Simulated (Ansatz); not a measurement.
Ideal-gas functions of H3O3Y (`[OH][Y]([OH])[OH]`) at 298.15 K and 1 bar, from an Ansatz frequency run at PBE0-D4/def2-TZVP.

Molar mass 139.93 g/mol, point group D3h (symmetry number 6), electronic degeneracy 1, moments of inertia 112.12, 112.145, 224.265 u Å². Harmonic wavenumbers (cm⁻¹, unscaled): 59, 142, 142, 196, 289, 289, 425, 426, 439, 612, 616, 616, 4003, 4003, 4004.

Use S(trans) = R[1.5 ln M + 2.5 ln T − 1.1517]; rotational temperatures θ = 24.2544 K / I; S(rot) = R[ln(√π/σ · √(T³/θAθBθC)) + 1.5]; for each mode x = 1.438777 ν̃/T, S = R[x/(eˣ − 1) − ln(1 − e⁻ˣ)] and H = RT x/(eˣ − 1); 1 cm⁻¹ = 0.0119627 kJ/mol; R = 8.31446 J/(mol·K).

Q: By hand: the entropy, in J/(mol·K).

A: Translation 170.5. Rotation: θ = 0.2163, 0.2163, 0.1082 K, giving 95.4. Vibration, mode by mode: 18.79, 11.62, 11.62, 9.08, 6.19, 6.19, 3.66, 3.65, 3.47, 1.80, 1.77, 1.77, 0.00, 0.00, 0.00, in all 79.6. Electronic 0.0. Sum 345.5 J/(mol·K).

Q: By hand: H − E and G − E in kJ/mol, counted from the electronic energy.

A: Zero-point energy ½ × 16261 × 0.0119627 = 97.3; thermal vibration 12.8; translation, rotation and pV give 4 RT = 9.9. H − E = 120.0 kJ/mol, and G − E = 120.0 − 298.15 × 345.5/1000 = 17.0 kJ/mol.

Vibration gives 23 % of the entropy, 42.0 J/(mol·K) of it from the modes under 150 cm⁻¹: soft modes count most, and the harmonic formula is weakest for them. The sum counts one conformer and one mirror image; others add a mixing term.
